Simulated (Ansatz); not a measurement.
LiF-, multiplicity 2 (lowest of 2S+1 = 2, 4 at CCSD(T)/def2-TZVPP on PBE0 minima; our sources give no spin for the ground state, which may be another), most abundant isotopes (7.0160 and 18.9984 u). Constants from fifth-degree fits in 1/R to seven points on the lowest solution found; no spin–orbit coupling, no relativity up to Kr; ω_e x_e and α_e move by some per cent with the fit.

Correlated levels freeze the cores. CBS: X⁻³ extrapolation of the correlation energy, Hartree–Fock from the larger set.

Codes used: Ansatz (Gaussian orbitals). 

```json
[
 {"level": "PBE/def2-TZVPP", "r_e (Å)": "1.6430", "ω_e (cm⁻¹)": "753.8", "ω_e x_e (cm⁻¹)": "8.68", "α_e (cm⁻¹)": "0.0218"},
 {"level": "CCSD(T)/CBS(aug-cc-pVTZ, aug-cc-pVQZ)", "r_e (Å)": "1.6310", "ω_e (cm⁻¹)": "777.0", "ω_e x_e (cm⁻¹)": "9.16", "α_e (cm⁻¹)": "0.0227"}
]
```

Q: Derive the rotational constants, the centrifugal constant, the fundamental, the zero-point energy and the force constant.

A: 
μ = 5.12381 u.
- PBE/def2-TZVPP: B_e = 16.8576/(μ r_e²) = 1.2187 cm⁻¹; B₀ = B_e − α_e/2 = 1.2078 cm⁻¹; D = 4B_e³/ω_e² = 1.27e-05 cm⁻¹; fundamental ω_e − 2ω_e x_e = 736 cm⁻¹; zero-point energy ω_e/2 − ω_e x_e/4 = 375 cm⁻¹; k = μ(2πcω_e)² = 172 N/m
- CCSD(T)/CBS(aug-cc-pVTZ, aug-cc-pVQZ): B_e = 16.8576/(μ r_e²) = 1.2368 cm⁻¹; B₀ = B_e − α_e/2 = 1.2255 cm⁻¹; D = 4B_e³/ω_e² = 1.25e-05 cm⁻¹; fundamental ω_e − 2ω_e x_e = 759 cm⁻¹; zero-point energy ω_e/2 − ω_e x_e/4 = 386 cm⁻¹; k = μ(2πcω_e)² = 182 N/m

Ansatz is a first-principles code.
